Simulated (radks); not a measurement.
Results of a calculation; reference values are marked as such.
Q: Radial electron density D(r) = 4 pi r^2 rho(r) of an atom or ion with 1 electrons. Level of theory: scalar-relativistic Kohn-Sham, exchange-only LDA, spin-polarised, spherical densities, point nucleus (a radial shooting solver on a logarithmic mesh with Libxc functionals).

| r (bohr) | D(r) (e/bohr) |
|---|---|
| 0.005221 | 0.6415 |
| 0.00561 | 0.7289 |
| 0.006078 | 0.8390 |
| 0.006531 | 0.9511 |
| 0.007075 | 1.092 |
| 0.007604 | 1.234 |
| 0.008237 | 1.411 |
| 0.008852 | 1.590 |
| 0.009589 | 1.812 |
| 0.01031 | 2.033 |
| 0.01107 | 2.277 |
| 0.012 | 2.576 |
| 0.01289 | 2.872 |
| 0.01397 | 3.230 |
| 0.01501 | 3.581 |
| 0.01626 | 4.001 |
| 0.01747 | 4.406 |
| 0.01893 | 4.884 |
| 0.02034 | 5.338 |
| 0.02186 | 5.811 |
| 0.02368 | 6.354 |
| 0.02545 | 6.852 |
| 0.02757 | 7.407 |
| 0.02963 | 7.900 |
| 0.03209 | 8.428 |
| 0.03449 | 8.874 |
| 0.03736 | 9.323 |
| 0.04015 | 9.672 |
| 0.04315 | 9.954 |
| 0.04674 | 10.18 |
| 0.05023 | 10.28 |
| 0.05441 | 10.28 |
| 0.05848 | 10.16 |
| 0.06335 | 9.896 |
| 0.06808 | 9.539 |
| 0.07375 | 9.015 |
| 0.07925 | 8.439 |
| 0.08517 | 7.777 |
| 0.09226 | 6.965 |
| 0.09915 | 6.189 |
| 0.1074 | 5.304 |
| 0.1154 | 4.516 |
| 0.125 | 3.678 |
| 0.1344 | 2.979 |
| 0.1456 | 2.286 |
| 0.1564 | 1.748 |
| 0.1681 | 1.296 |
| 0.1821 | 0.8948 |
| 0.1957 | 0.6174 |
| 0.212 | 0.3908 |
| 0.2278 | 0.2480 |
| 0.2468 | 0.1419 |
| 0.2652 | 0.08167 |
| 0.2873 | 0.04158 |
| 0.3088 | 0.02136 |

What is the nuclear charge?

A: Z = 19. The innermost maximum, from 1s, lies near gamma/Z bohr with gamma = sqrt(1 - (Z/c)^2) = 0.990, here 0.0521 bohr (found: 0.0523), and its height grows with Z. The density is that of the potassium ion K18+ in 1s1; the configuration itself is not fixed sharply by these data, and Z only to about a unit. D(r) has 1 maximum, at r = 0.0523 bohr.
